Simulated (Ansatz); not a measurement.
Reaction (substitution at a C–Si bond): `C=C[SiH2]N[SiH](Cl)Cl` + `N=C[SeH]` → `C=C[Se]C=N` + `[SiH3]N[SiH](Cl)Cl`

Isolated molecules relaxed with PBE0-D4/def2-TZVP in Ansatz; ΔE leaves out vibrations. CCSD(T)/CBS is the MP2 limit (def2-TZVPP, def2-QZVPP) plus CCSD(T) − MP2 in def2-TZVPP, frozen cores. Functionals use def2-TZVPP. B3LYP here is the variant with VWN-RPA as its local correlation; programs differ in this. For Se outer-core shells are correlated without core-valence functions, which leaves a few kJ/mol of doubt a bond. Scalar relativity is left out up to krypton. One conformer a species, not always the lowest.

Task: Is it downhill or uphill in electronic energy at CCSD(T)/CBS, and by how much? (An estimate is asked.)

Result: Ansatz gave: Uphill: ΔE = +9.7 kcal/mol.

Task: What do these levels give: B3LYP-D4, ωB97X-V, PBE, MP2/def2-TZVPP, MP2/def2-QZVPP, HF/CBS(def2)? (An estimate is asked.)

Result: Computed: B3LYP-D4 9.6, ωB97X-V 9.8, PBE 6.6, MP2/def2-TZVPP 8.4, MP2/def2-QZVPP 8.7, HF/CBS(def2) 9.5 kcal/mol.

Largest T1 diagnostic among the species: 0.012.

From PBE to PBE0 (25 % exact exchange), in def2-TZVPP and without D4, ΔE moves by +1.2 kcal/mol. The D4 term adds +2.3 kcal/mol with B3LYP and +1.4 kcal/mol with PBE0; it sums over pairs of atoms, weighted by their polarisabilities, and B3LYP, whose exchange is more repulsive, gets the larger term.
